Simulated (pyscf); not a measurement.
**GeH₂, singlet**

Gas-phase minimum from PySCF at ωB97X-D3(BJ)/def2-SVP, one conformer. 

```
Ge
H 1 1.5902
H 1 1.5902 2 91.38
```

Properties at ωB97X-D3(BJ)/def2-SVP:

```json
{
 "harmonic_wavenumbers_unscaled": "966, 1975, 1980 cm⁻¹",
 "zero_point_energy": "7.0 kcal/mol",
 "rotational_symmetry_number": "2",
 "Entropy of this conformer at 298 K and 1 atm, rigid rotor and harmonic oscillator, modes under 100 cm⁻¹ raised to 100": "220.1 J/(mol K)",
 "dipole_moment": "0.04 D"
}
```

Single-point totals, which compare only within one level (frozen core for MP2 and CC):

```tsv
level	total energy (hartree)
ωB97X-D3(BJ)/def2-TZVP	-2078.09543
PBE/def2-TZVP	-2077.82177
r²SCAN/def2-TZVP	-2078.12605
B3LYP-D3(BJ)/def2-TZVP	-2078.19843
PBE0-D3(BJ)/def2-TZVP	-2077.87636
M06-2X/def2-TZVP	-2078.13950
ωB97M-D3(BJ)/def2-TZVP	-2078.16511
HF/def2-TZVPP	-2076.47636
MP2/def2-TZVPP	-2076.71528
CCSD/def2-TZVPP	-2076.73166
CCSD(T)/def2-TZVPP	-2076.73980
```

The CCSD(T) − MP2 part came from Ansatz, without density fitting, on the same reference. The frozen core leaves the outer d or s,p core shells of the metals and heavy elements correlated in the MP2 and CC values, and def2-TZVPP describes them poorly, so these totals are far from the basis limit. Elements up to Kr have no core potential and no relativistic terms here.
